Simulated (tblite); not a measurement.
Record of a relaxation.

Species: C₆H₁₁BO₂Si.
Numbering: `[CH3:1][O:2][C:3]1=[CH:4][CH:5]=[C:6]([CH3:7])[Si@@H:8]([OH:9])[BH:10]1` (hydrogens: H11, H12, H13 on C1; H14 on C4; H15 on C5; H16, H17, H18 on C7; H19 on Si8; H20 on O9; H21 on B10)

Computed with GFN2-xTB (tblite), gas phase: L-BFGS steps from a force-field or distance-geometry start until the largest atomic force falls under 0.01 eV/Å. 8 of its 129 geometries are shown.

Step 0: E = -802.5108 eV, largest atomic force 2.999 eV/Å
```
atom  x, y, z in Å  |  force x, y, z in eV/Å
C1      3.635   -0.324   -0.491   -0.138   0.338  -0.740
O2      2.598   -1.142   -0.033    0.375  -1.317   0.016
C3      1.276   -0.729    0.074    0.814  -2.297  -0.809
C4      1.060    0.431    0.646   -0.280   2.544   1.563
C5     -0.215    1.063    0.877    1.297   0.765   0.496
C6     -1.389    0.589    0.506   -0.683   0.814   0.035
C7     -2.581    1.388    0.809   -1.262   0.724   1.037
Si8    -1.621   -1.013   -0.351    0.116  -1.800  -1.200
O9     -2.389   -0.848   -1.866   -1.215  -0.522   1.726
B10     0.205   -1.680   -0.528   -0.119   1.102  -1.646
H11     4.573   -0.920   -0.456   -0.660   0.468   0.232
H12     3.427   -0.079   -1.563    0.265   0.062   0.496
H13     3.703    0.620    0.076    0.341  -0.293  -0.148
H14     1.949    0.972    1.026   -0.659  -0.019  -0.336
H15    -0.220    2.049    1.384    0.347  -0.601  -0.241
H16    -3.310    1.230   -0.002    0.056   0.427   0.546
H17    -2.354    2.474    0.975   -0.240  -0.850  -0.417
H18    -3.026    1.049    1.789    0.156   0.141  -0.973
H19    -2.409   -1.916    0.521   -0.400   0.227  -0.016
H20    -3.361   -1.054   -1.783    1.572   0.430  -0.439
H21     0.442   -2.141   -1.610    0.317  -0.343   0.818
```

Step 18: E = -803.3595 eV, largest atomic force 0.154 eV/Å
```
atom  x, y, z in Å  |  force x, y, z in eV/Å
C1      3.638   -0.331   -0.509   -0.004   0.007   0.036
O2      2.621   -1.213   -0.103    0.044  -0.046  -0.008
C3      1.310   -0.751   -0.002    0.069   0.014  -0.137
C4      1.044    0.426    0.630    0.014   0.003   0.050
C5     -0.220    1.069    0.852   -0.056  -0.041   0.089
C6     -1.442    0.628    0.504   -0.035  -0.075  -0.042
C7     -2.660    1.423    0.854    0.021   0.017  -0.062
Si8    -1.575   -1.061   -0.373   -0.029  -0.096   0.036
O9     -2.419   -0.942   -1.775   -0.049  -0.023  -0.018
B10     0.257   -1.584   -0.741   -0.009   0.004   0.019
H11     4.571   -0.892   -0.456   -0.038  -0.045   0.000
H12     3.471   -0.014   -1.546    0.011   0.068   0.025
H13     3.730    0.551    0.128   -0.004   0.049   0.025
H14     1.883    0.979    1.037    0.053   0.079  -0.024
H15    -0.147    2.015    1.379    0.050   0.092   0.025
H16    -3.393    1.339    0.055   -0.071   0.021  -0.010
H17    -2.426    2.474    1.008    0.045   0.066   0.011
H18    -3.126    1.056    1.770    0.068  -0.117  -0.049
H19    -2.412   -1.828    0.589    0.061   0.000  -0.039
H20    -3.372   -0.941   -1.802   -0.019   0.070   0.003
H21     0.657   -2.384   -1.498   -0.124  -0.046   0.071
```

Step 37: E = -803.4495 eV, largest atomic force 0.553 eV/Å
```
atom  x, y, z in Å  |  force x, y, z in eV/Å
C1      3.693   -0.255   -0.459   -0.169   0.090   0.016
O2      2.614   -1.167   -0.443    0.011   0.263   0.010
C3      1.321   -0.730   -0.188   -0.060  -0.136  -0.116
C4      1.063    0.438    0.464   -0.002   0.026   0.100
C5     -0.211    1.029    0.774    0.093   0.112  -0.055
C6     -1.439    0.606    0.429    0.064  -0.128   0.048
C7     -2.642    1.401    0.814   -0.085  -0.086   0.054
Si8    -1.618   -1.096   -0.391   -0.078  -0.166   0.155
O9     -2.598   -1.014   -1.708   -0.283   0.222  -0.019
B10     0.217   -1.683   -0.675    0.040  -0.190  -0.095
H11     4.599   -0.861   -0.494   -0.088   0.042  -0.068
H12     3.639    0.397   -1.348    0.014  -0.163   0.159
H13     3.733    0.388    0.429    0.055  -0.178  -0.026
H14     1.909    1.011    0.829   -0.088   0.130  -0.020
H15    -0.142    1.964    1.319    0.113   0.103   0.027
H16    -3.344    1.446   -0.012   -0.044   0.140  -0.179
H17    -2.405    2.406    1.153    0.068   0.034  -0.064
H18    -3.164    0.890    1.617   -0.051  -0.091   0.184
H19    -2.354   -1.872    0.672    0.101   0.153  -0.190
H20    -3.442   -0.546   -1.713    0.471  -0.278   0.083
H21     0.559   -2.735   -1.071   -0.082   0.100  -0.004
```

Step 55: E = -803.5456 eV, largest atomic force 0.122 eV/Å
```
atom  x, y, z in Å  |  force x, y, z in eV/Å
C1      3.664   -0.260   -0.397    0.050  -0.012  -0.022
O2      2.578   -1.127   -0.593   -0.053   0.075   0.070
C3      1.300   -0.715   -0.274   -0.084  -0.005   0.089
C4      1.062    0.483    0.342   -0.024  -0.021  -0.011
C5     -0.203    1.068    0.709    0.089   0.003   0.021
C6     -1.434    0.566    0.513    0.084   0.029  -0.031
C7     -2.643    1.380    0.840   -0.013   0.014   0.018
Si8    -1.608   -1.152   -0.276   -0.020  -0.092  -0.053
O9     -2.472   -0.971   -1.663   -0.072  -0.046   0.019
B10     0.210   -1.735   -0.644   -0.037   0.061   0.046
H11     4.545   -0.846   -0.652    0.079   0.005  -0.010
H12     3.604    0.607   -1.063   -0.009   0.048   0.038
H13     3.750    0.084    0.641    0.005  -0.075  -0.040
H14     1.909    1.119    0.582   -0.100  -0.030  -0.011
H15    -0.122    2.045    1.183    0.089   0.012  -0.078
H16    -3.240    1.517   -0.061   -0.056  -0.023  -0.008
H17    -2.395    2.366    1.228    0.082   0.018   0.042
H18    -3.260    0.864    1.572   -0.063  -0.054   0.018
H19    -2.449   -1.918    0.686    0.058   0.065  -0.025
H20    -3.341   -0.578   -1.625   -0.010  -0.019  -0.070
H21     0.539   -2.782   -1.049    0.006   0.047  -0.003
```

Step 73: E = -803.5722 eV, largest atomic force 0.038 eV/Å
```
atom  x, y, z in Å  |  force x, y, z in eV/Å
C1      3.671   -0.281   -0.367   -0.003   0.010   0.001
O2      2.572   -1.133   -0.564    0.005   0.001  -0.010
C3      1.296   -0.707   -0.263   -0.002  -0.013   0.000
C4      1.059    0.507    0.314    0.013  -0.021  -0.011
C5     -0.205    1.103    0.654    0.019  -0.001   0.007
C6     -1.435    0.591    0.471    0.015   0.024  -0.008
C7     -2.642    1.383    0.859   -0.007   0.006  -0.004
Si8    -1.617   -1.145   -0.285    0.019   0.012  -0.008
O9     -2.500   -1.063   -1.667    0.027  -0.006   0.005
B10     0.203   -1.718   -0.645   -0.016  -0.004  -0.005
H11     4.536   -0.823   -0.748    0.002  -0.004  -0.001
H12     3.560    0.657   -0.923    0.007   0.000   0.012
H13     3.829   -0.058    0.694   -0.005   0.014   0.015
H14     1.903    1.143    0.557   -0.004  -0.010  -0.006
H15    -0.115    2.093    1.095    0.005  -0.006   0.000
H16    -3.258    1.570   -0.020   -0.030   0.002   0.003
H17    -2.378    2.341    1.306    0.003  -0.004   0.006
H18    -3.246    0.818    1.569   -0.006   0.005  -0.013
H19    -2.422   -1.863    0.735   -0.009  -0.007   0.005
H20    -3.357   -0.646   -1.694   -0.033  -0.009   0.017
H21     0.538   -2.751   -1.078    0.000   0.012  -0.004
```

Step 91: E = -803.5749 eV, largest atomic force 0.029 eV/Å
```
atom  x, y, z in Å  |  force x, y, z in eV/Å
C1      3.672   -0.281   -0.350   -0.007   0.013  -0.005
O2      2.578   -1.135   -0.568    0.007   0.016   0.015
C3      1.298   -0.713   -0.269    0.002   0.000  -0.007
C4      1.063    0.500    0.312    0.005   0.009  -0.022
C5     -0.197    1.104    0.652    0.005   0.002   0.000
C6     -1.430    0.605    0.461    0.002   0.001  -0.007
C7     -2.636    1.395    0.857   -0.005  -0.004  -0.002
Si8    -1.614   -1.131   -0.294    0.003  -0.007   0.002
O9     -2.514   -1.065   -1.666   -0.023  -0.001   0.005
B10     0.200   -1.710   -0.670    0.006  -0.004  -0.015
H11     4.546   -0.813   -0.724   -0.015  -0.024   0.008
H12     3.564    0.659   -0.902    0.008   0.010   0.004
H13     3.814   -0.061    0.714   -0.005  -0.010  -0.008
H14     1.908    1.134    0.552    0.009  -0.004   0.013
H15    -0.098    2.092    1.097   -0.002   0.000   0.008
H16    -3.259    1.584   -0.018   -0.007   0.005  -0.001
H17    -2.376    2.351    1.310    0.014  -0.012  -0.007
H18    -3.235    0.822    1.564   -0.009   0.009   0.000
H19    -2.406   -1.847    0.738   -0.003  -0.011   0.008
H20    -3.410   -0.735   -1.664    0.012  -0.004   0.006
H21     0.525   -2.735   -1.130    0.004   0.016   0.004
```

Step 110: E = -803.5776 eV, largest atomic force 0.025 eV/Å
```
atom  x, y, z in Å  |  force x, y, z in eV/Å
C1      3.679   -0.289   -0.325   -0.002  -0.004   0.003
O2      2.577   -1.112   -0.608    0.003   0.000   0.005
C3      1.298   -0.690   -0.307    0.004  -0.006   0.007
C4      1.063    0.509    0.300    0.001   0.006  -0.017
C5     -0.198    1.108    0.641    0.000  -0.005   0.004
C6     -1.431    0.609    0.443   -0.005   0.005   0.005
C7     -2.631    1.408    0.843   -0.009  -0.002   0.010
Si8    -1.612   -1.133   -0.302   -0.006   0.007   0.007
O9     -2.575   -1.103   -1.632   -0.017   0.008   0.001
B10     0.201   -1.682   -0.724   -0.003   0.000  -0.015
H11     4.553   -0.835   -0.679   -0.001  -0.003  -0.008
H12     3.616    0.670   -0.852    0.005  -0.005   0.013
H13     3.784   -0.107    0.751    0.001   0.015  -0.001
H14     1.909    1.137    0.560    0.004  -0.008   0.001
H15    -0.104    2.092    1.096    0.008  -0.005  -0.005
H16    -3.249    1.620   -0.030    0.009  -0.006  -0.005
H17    -2.353    2.353    1.309   -0.005   0.011  -0.014
H18    -3.242    0.842    1.544   -0.009  -0.023  -0.003
H19    -2.345   -1.865    0.763    0.009   0.005   0.012
H20    -3.485   -0.818   -1.587    0.022   0.002   0.005
H21     0.534   -2.696   -1.202   -0.008   0.006  -0.005
```

Step 128: E = -803.5796 eV, largest atomic force 0.010 eV/Å
```
atom  x, y, z in Å  |  force x, y, z in eV/Å
C1      3.686   -0.303   -0.302   -0.002   0.000   0.001
O2      2.578   -1.104   -0.620    0.002   0.001   0.005
C3      1.299   -0.679   -0.325    0.003  -0.002   0.005
C4      1.066    0.514    0.296    0.000  -0.001  -0.004
C5     -0.196    1.116    0.634    0.002  -0.001  -0.002
C6     -1.427    0.616    0.437   -0.004  -0.001   0.001
C7     -2.636    1.406    0.824    0.001   0.002   0.000
Si8    -1.604   -1.132   -0.293   -0.004   0.004   0.003
O9     -2.621   -1.126   -1.582   -0.006   0.000  -0.002
B10     0.200   -1.654   -0.776    0.001   0.000  -0.005
H11     4.557   -0.860   -0.644    0.004   0.005   0.001
H12     3.651    0.663   -0.818   -0.003  -0.001   0.002
H13     3.769   -0.133    0.778    0.000   0.000   0.000
H14     1.913    1.134    0.567    0.001  -0.001  -0.003
H15    -0.099    2.102    1.085   -0.004  -0.005  -0.002
H16    -3.241    1.613   -0.060   -0.002  -0.001   0.000
H17    -2.374    2.355    1.292    0.004  -0.001   0.000
H18    -3.255    0.833    1.513    0.002   0.001  -0.001
H19    -2.276   -1.866    0.812    0.002   0.000  -0.005
H20    -3.527   -0.838   -1.506    0.006   0.003   0.007
H21     0.528   -2.641   -1.310   -0.002  -0.002   0.000
```

**Question.** Summarise the path.

**Answer.** The energy falls by 1.0688 eV from step 0 to step 128; nine tenths of that is first reached at step 40. It falls at every step. The largest force goes from 2.999 to 0.010 eV/Å. Among the bonds C6–Si8 changes most, from 1.832 to 1.902 Å; the atoms move by 0.472 Å rms after alignment.

**Question.** Follow the three bonds and two angles with the largest change from start to end.

**Answer.** 
```tsv
step	E above end (eV)	largest force (eV/Å)	C6–Si8 (Å)	Si8–O9 (Å)	C3=C4 (Å)	Si8–B10–H21 (°)	Si8–O9–H20 (°)
0	1.0688	2.999	1.832	1.707	1.312	113.5	110.2
6	0.3057	0.305	1.897	1.647	1.364	121.3	122.5
11	0.2532	0.157	1.912	1.641	1.362	125.9	123.7
17	0.2244	0.161	1.909	1.644	1.363	128.5	122.8
22	0.1983	0.186	1.906	1.640	1.367	128.2	121.2
28	0.1724	0.167	1.904	1.637	1.364	126.5	122.4
33	0.1537	0.138	1.904	1.642	1.366	126.5	123.5
39	0.1105	0.159	1.897	1.642	1.365	126.9	123.3
45	0.0721	0.240	1.900	1.645	1.364	126.4	120.8
50	0.0517	0.149	1.904	1.643	1.365	126.5	119.6
56	0.0300	0.131	1.899	1.644	1.367	126.5	119.7
61	0.0146	0.094	1.905	1.641	1.364	126.9	121.2
67	0.0098	0.053	1.903	1.642	1.365	126.8	121.9
72	0.0076	0.033	1.903	1.642	1.365	126.7	122.0
78	0.0065	0.035	1.903	1.643	1.365	127.0	121.6
83	0.0059	0.034	1.903	1.642	1.365	126.8	121.4
89	0.0050	0.038	1.903	1.643	1.365	126.7	121.8
95	0.0039	0.029	1.903	1.642	1.365	126.5	122.1
100	0.0032	0.040	1.903	1.642	1.365	126.7	122.1
106	0.0023	0.026	1.903	1.642	1.365	126.9	121.7
111	0.0018	0.026	1.903	1.642	1.365	126.8	121.8
117	0.0008	0.027	1.902	1.641	1.365	126.6	121.7
122	0.0003	0.023	1.902	1.641	1.365	126.7	121.7
128	0.0000	0.010	1.902	1.641	1.365	127.0	121.8
```

The cost below is that of the whole relaxation. The run took 1.7 s wall on an AMD EPYC 7R43 with one thread, shared host with 256 logical CPUs at a one-minute load of 97.
